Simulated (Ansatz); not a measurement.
This geometry of C₂H₈ClNSi (13 atoms, charge 0, multiplicity 1) is a first-order saddle point.

These are results of RKS r2SCANh-D4/6-31G* in Ansatz, not measurements.

```xyz
13
Properties=species:S:1:pos:R:3
C -1.657 0.105 -0.359
C -0.425 -0.742 -0.618
Cl 0.287 -0.303 -2.249
Si 0.980 -0.483 0.635
N 1.543 1.134 0.626
H -1.391 1.163 -0.284
H -2.111 -0.204 0.590
H -2.403 -0.013 -1.151
H -0.692 -1.799 -0.710
H 2.031 -1.482 0.301
H 0.449 -0.737 2.002
H 1.972 1.568 -0.176
H 1.437 1.759 1.408
```

(1) Which two structures does it join? (They come from a converged band through this point; their orientation in space is the band's.)

(2) How far does it lie above each of them?

Answers

(1) No bond is made or broken. The height of N5 over the plane of its neighbours goes from 0.21 to -0.23 Å.

Initial state:

```xyz
13
Properties=species:S:1:pos:R:3
C -1.645 0.120 -0.338
C -0.420 -0.732 -0.616
Cl 0.269 -0.295 -2.255
Si 0.997 -0.495 0.635
N 1.637 1.100 0.697
H -1.379 1.179 -0.272
H -2.087 -0.185 0.618
H -2.403 0.005 -1.119
H -0.697 -1.787 -0.703
H 2.065 -1.457 0.268
H 0.444 -0.795 1.984
H 2.071 1.497 -0.125
H 1.169 1.811 1.240
```

Final state:

```xyz
13
Properties=species:S:1:pos:R:3
C -1.669 0.095 -0.373
C -0.418 -0.728 -0.618
Cl 0.319 -0.261 -2.231
Si 0.955 -0.463 0.662
N 1.393 1.204 0.613
H -1.424 1.155 -0.278
H -2.134 -0.234 0.564
H -2.397 -0.030 -1.180
H -0.663 -1.789 -0.726
H 2.024 -1.458 0.361
H 0.428 -0.732 2.029
H 1.797 1.575 -0.237
H 1.810 1.631 1.427
```

(2) 0.008 eV above the first and 0.014 eV above the second. This is the barrier of this one path; another mechanism may lie lower.

Run time: 4.4 min on 2 threads of AMD EPYC 7B13 (Zen 3) (shared host), peak memory 0.28 GiB.
